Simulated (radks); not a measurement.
Results of a calculation; reference values are marked as such.
Spin polarisation of the 5d4 shell in W2+. Start: [Xe] 4f14 5d(up 2, down 2); electrons of 5d are moved from spin down to spin up, other shells keep equal spins. Level of theory: scalar-relativistic Kohn-Sham, LDA (Slater exchange, Perdew-Wang correlation), spin-polarised, spherical densities, point nucleus (a radial shooting solver on a logarithmic mesh with Libxc functionals).

moment (Bohr magnetons),E - E(0) (eV),e(5d up) (eV),e(5d down) (eV),4f down minus up (eV),5p down minus up (eV)
0,0.000,-20.197,-20.197,0.000,0.000
1,-0.152,-20.481,-19.873,0.103,0.502
2,-0.609,-20.730,-19.503,0.206,1.006
3,-1.380,-20.944,-19.081,0.309,1.517
4,-2.476,-21.123,-18.591,0.413,2.037

At moment 4 the spin-polarisation energy is -2.476 eV and the 5d exchange splitting 2.532 eV, that is 0.633 eV per Bohr magneton; E = -I m^2/4 would give I = 0.619 eV.
